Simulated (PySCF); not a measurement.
F7Re (SMILES [F][Re]([F])([F])([F])([F])([F])[F]), singlet, geometry from GFN2-xTB (such geometries of metal compounds can be far from the true shape) (core potentials on Re); DF-CAMB3LYP/def2-SVP run with PySCF.

Here is a job for PySCF.
```python
from pyscf import gto, scf, dft

mol = gto.M(
    atom='''
Re    0.00000000    0.00000000    0.00000000
F     0.26548101    1.80612236   -0.29229660
F     0.04380752   -0.28931968   -1.74793913
F    -0.04380752    0.28931968    1.74793913
F    -1.65749255    0.80027314   -0.17400229
F     0.86031045   -1.61084100    0.28818856
F    -1.28986775   -1.31152636    0.18475728
F     1.82156884    0.31597187   -0.00664695
''',
    basis='def2-svp',
    ecp={'Re': 'def2-svp'},
    verbose=3,
)

mf = dft.RKS(mol)
mf.xc = 'camb3lyp'
mf.grids.prune = dft.gen_grid.sg1_prune
mf = mf.density_fit(auxbasis='def2-universal-jkfit')
mf.kernel()
mf.analyze()
```

**Question.** What does PySCF print? Leave out banner, timings and long lists.

**Answer.** 
```
Traceback (most recent call last):
  File "input.py", line 23, in <module>
  File "<string>", line 2, in kernel
  File "site-packages/pyscf/scf/hf.py", line 2099, in scf
  File "site-packages/pyscf/scf/hf.py", line 132, in kernel
  File "site-packages/pyscf/dft/rks.py", line 70, in get_veff
  File "site-packages/pyscf/dft/rks.py", line 506, in initialize_grids
  File "site-packages/pyscf/dft/gen_grid.py", line 653, in build
  File "<string>", line 6, in gen_atomic_grids
  File "site-packages/pyscf/dft/gen_grid.py", line 318, in gen_atomic_grids
  File "site-packages/pyscf/dft/gen_grid.py", line 81, in sg1_prune
IndexError: index 75 is out of bounds for axis 0 with size 19
```

The run crashed.
